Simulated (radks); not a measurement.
Charge is removed step by step from the 2p up level of N, starting from [He] 2s2 2p(up 3, down 0). Method: scalar-relativistic Kohn-Sham, PBE, spin-polarised, spherical densities, finite nucleus; Fermi nuclear charge, rms radius 2.5582 fm; computed with a radial shooting solver on a logarithmic mesh with Libxc functionals.

| removed (e) | E - E(0) (eV) | eigenvalue (eV) | E minus straight line (eV) |
|---|---|---|---|
| 0 | 0.000 | -8.299 | 0.000 |
| 0.125 | 1.133 | -9.838 | -0.730 |
| 0.25 | 2.462 | -11.432 | -1.264 |
| 0.375 | 3.993 | -13.078 | -1.596 |
| 0.5 | 5.733 | -14.775 | -1.719 |
| 0.625 | 7.689 | -16.520 | -1.627 |
| 0.75 | 9.865 | -18.312 | -1.313 |
| 0.875 | 12.268 | -20.150 | -0.773 |
| 1 | 14.904 | -22.032 | 0.000 |

Removing the whole electron costs 14.904 eV by Delta-SCF, against 8.299 eV from minus the eigenvalue at the starting occupation. Slater's transition state (half an electron removed) gives 14.775 eV. Integrating minus the eigenvalue over the occupation (Janak's theorem) gives 14.905 eV. In this scalar-relativistic scheme the density is built from large components alone, so the theorem holds only approximately. The mean slope of the eigenvalue, de/dn, is 13.7 eV per electron. Ionisation energy of N in the NIST Atomic Spectra Database: 14.534 eV (measured).
